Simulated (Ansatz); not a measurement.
[Cu(H2O)4]2+ (CuO₄H₈²⁺), relaxed as a doublet with UKS r2SCAN-D4/def2-SVP in Ansatz, starting from the GFN2-xTB (ALPB water) geometry. Force threshold 0.02 eV/Å.

Start:

```tsv
atom	x (Å)	y (Å)	z (Å)
Cu1	-0.0094	0.0045	-0.0064
O2	0.5403	1.8990	0.3581
H3	0.9787	2.0433	1.2108
H4	-0.1408	2.5819	0.2580
O5	1.0408	0.0285	-1.7009
H6	1.9620	0.3163	-1.6073
H7	0.6532	0.5126	-2.4466
O8	-0.3069	-1.9699	-0.1982
H9	0.4960	-2.5133	-0.1929
H10	-0.8542	-2.2599	-0.9445
O11	-1.2108	0.0238	1.5849
H12	-0.9862	-0.6220	2.2726
H13	-2.1627	-0.0447	1.4125
```

```json
{"step": "1", "energy (eV)": "-52926.4056", "largest force component (eV/Å)": "0.851", "SCF passes": "25"}
{"step": "2", "energy (eV)": "-52926.4734", "largest force component (eV/Å)": "0.377", "SCF passes": "22"}
{"step": "3 (rejected)", "energy (eV)": "-52926.4344", "largest force component (eV/Å)": "1.483", "SCF passes": "27"}
{"step": "4", "energy (eV)": "-52926.5209", "largest force component (eV/Å)": "0.434", "SCF passes": "21"}
{"step": "5", "energy (eV)": "-52926.5724", "largest force component (eV/Å)": "0.300", "SCF passes": "22"}
{"step": "6", "energy (eV)": "-52926.6199", "largest force component (eV/Å)": "0.629", "SCF passes": "21"}
{"step": "7", "energy (eV)": "-52926.6916", "largest force component (eV/Å)": "0.086", "SCF passes": "27"}
{"step": "8", "energy (eV)": "-52926.6954", "largest force component (eV/Å)": "0.012", "SCF passes": "21"}
{"step": "9", "energy (eV)": "-52926.6955", "largest force component (eV/Å)": "0.037", "SCF passes": "23"}
{"step": "10", "energy (eV)": "-52926.6961", "largest force component (eV/Å)": "0.001", "SCF passes": "22"}
```

Force components are those of the run's own axes.

End:

```xyz
13

Cu   -0.012    0.004   -0.008
O     0.359    1.868    0.457
H     0.432    2.190    1.375
H     0.254    2.642   -0.126
O     1.153    0.172   -1.571
H     1.949    0.735   -1.596
H     0.943   -0.095   -2.484
O    -0.256   -1.900   -0.387
H     0.434   -2.465   -0.783
H    -1.107   -2.372   -0.458
O    -1.123   -0.181    1.591
H    -1.154   -0.987    2.140
H    -1.870    0.389    1.850
```

By distances, no bond broke or formed. The bond that changes most is Cu1–O2, from 2.01 to 1.96 Å (atoms count from 1).

The force fell under the threshold at step 8, but the optimiser went on. No frequencies were taken in this run, so the end may be a saddle point.

Hardware: 4 threads of Intel Xeon 6975P-C on a shared host. Wall time 15 s.
